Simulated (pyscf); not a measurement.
# HO–TaH(OH)(OH)–OH (SMILES [OH][TaH]([OH])([OH])[OH]), singlet

Gas-phase minimum from PySCF at ωB97X-D3(BJ)/def2-SVP, one conformer. 

```xyz
10

O     -2.2249    -1.0922    -1.1774
Ta    -0.5478    -0.2459    -0.8553
O      1.2926     0.2354    -0.9787
O     -0.4045    -0.8962     0.9402
O     -1.1799     1.5060    -1.3028
H     -2.6400    -1.7279    -1.7631
H     -0.0658    -1.3264    -2.1773
H      2.0970    -0.0100    -1.4394
H     -1.1357    -1.2809     1.4358
H     -0.6186     2.2893    -1.3101
```
Charge 0, spin multiplicity 1.

Bonded distances (Å): O1–Ta2 1.906, O1–H6 0.959, Ta2–O3 1.906, Ta2–O4 1.915, Ta2–O5 1.915, Ta2–H7 1.774, O3–H8 0.959, O4–H9 0.963, O5–H10 0.964. Bond angles (°): Ta2–O1–H6 141.1, O1–Ta2–O3 161.9, O1–Ta2–O4 94.2, O1–Ta2–O5 94.4, O1–Ta2–H7 81.0, O3–Ta2–O4 94.3, O3–Ta2–O5 94.2, O3–Ta2–H7 81.0, O4–Ta2–O5 123.7, O4–Ta2–H7 118.1, O5–Ta2–H7 118.2, Ta2–O3–H8 140.9, Ta2–O4–H9 124.1, Ta2–O5–H10 123.6.

Properties at ωB97X-D3(BJ)/def2-SVP:

| Item | Result |
|---|---|
| Harmonic wavenumbers, unscaled | 138, 140, 193, 218, 245, 317, 342, 354, 422, 468, 535, 542, 566, 576, 705, 714, 747, 757, 985, 1886, 3931, 3934, 3995, 3997 cm⁻¹ |
| Zero-point energy | 38.2 kcal/mol |
| Rotational symmetry number | 2 |
| Entropy of this conformer at 298 K and 1 atm, rigid rotor and harmonic oscillator, modes under 100 cm⁻¹ raised to 100 | 369.2 J/(mol K) |
| Dipole moment | 0.42 D |

Single-point totals, which compare only within one level:

| level | total energy (hartree) |
|---|---|
| ωB97X-D3(BJ)/def2-TZVP | -361.35221 |
| PBE/def2-TZVP | -360.99112 |
| r²SCAN/def2-TZVP | -361.16393 |
| B3LYP-D3(BJ)/def2-TZVP | -361.31077 |
| PBE0-D3(BJ)/def2-TZVP | -360.93967 |
| M06-2X/def2-TZVP | -361.04239 |
| ωB97M-D3(BJ)/def2-TZVP | -361.29091 |

Soft torsions are taken as harmonic, which can shift the entropy by several J/(mol K). Elements past Kr carry the def2 core potentials, without spin-orbit coupling.
